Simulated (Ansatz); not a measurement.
A geometry relaxed with B3LYP-D3(BJ)/def2-TZVP (Ansatz, a first-principles code), charge 0, multiplicity 1:

```xyz
6

C     -0.9225    -0.0060     0.0158
H     -1.5020     0.8798     0.2413
Si     0.7781     0.0050    -0.0133
H     -1.4979    -0.8992    -0.1900
H      1.5750    -1.1954    -0.3192
H      1.5694     1.2157     0.2654
```

Problem. Write the SMILES of this molecule.

Solution. `C=[SiH2]`
